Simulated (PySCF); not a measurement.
Vertical excitations of a molecule C4H7FSi from PySCF with TDDFT-PBE/def2-SVPD, as energy in eV (oscillator strength): 5.08 (0.001), 6.07 (0.001), 6.16 (0.026), 6.36 (0.004), 6.47 (0.010), 6.85 (0.016), 6.87 (0.030), 6.91 (0.230), 7.04 (0.199), 7.13 (0.006). Lowest triplet (TDA): 4.51 eV. Geometry optimised at PBE0-D3(BJ)/def2-SVP. The values are those of a single conformer.

Task: Pick the molecule that these values belong to.
(A) FC1=CCC[SiH2]1
(B) CC1=C(F)C[SiH2]1
(C) C[SiH2]C=C=CF
(D) C=C=C[Si@H](C)F

Result: D, C=C=C[Si@H](C)F
